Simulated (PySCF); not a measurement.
## Cd⁴²⁺: ionisation energy

Cd⁴²⁺ [He] 2s2 2p2 [2p1/2^2, M_J = 0] → Cd⁴³⁺ [He] 2s2 2p1 [2p1/2^1, M_J = 1/2], as a difference of total energies. All numbers are calculated (PySCF 2.14, the two-component X2C-1e Hamiltonian, in an uncontracted even-tempered set (17 s from 21 bohr⁻², ratio 2.4; 12 p from 27 bohr⁻², ratio 2.4; 5 d from 92 bohr⁻², ratio 2.6; 4 f from 140 bohr⁻², ratio 2.6)). Correlated levels: nothing frozen; the 32 highest virtual spinors dropped. "Screened" scales the spin-orbit matrix elements by Boettger's factors to mimic the two-electron term; Breit and QED terms are absent.

```
                    method  ionisation energy (eV)
           GHF (spin-free)                  6763.5
          GMP2 (spin-free)                  6763.1
 GHF (screened spin-orbit)                  6885.7
GMP2 (screened spin-orbit)                  6888.1
```

**Question.** How much does correlation contribute at GMP2 (screened spin-orbit)?

**Answer.** 6888.1 − (6885.7) = 2.4 eV, measured against GHF (screened spin-orbit).

For this ion Breit and QED terms and the two-electron picture change, all absent here, outweigh the correlation shift from GHF to GMP2.

The spin-free rows relax to the high-spin LS determinant and lack the spin-orbit shift.

The labels give the starting determinants; with spin-orbit coupling the two ends relaxed to ⟨J²⟩ = 0.00, ⟨L²⟩ = 1.33, ⟨S²⟩ = 1.33 and ⟨J²⟩ = 0.75, ⟨L²⟩ = 2.00, ⟨S²⟩ = 0.75.

For comparison: 6869 ± 8 eV (semi-empirical (NIST evaluation); NIST Atomic Spectra Database, ionization energies).
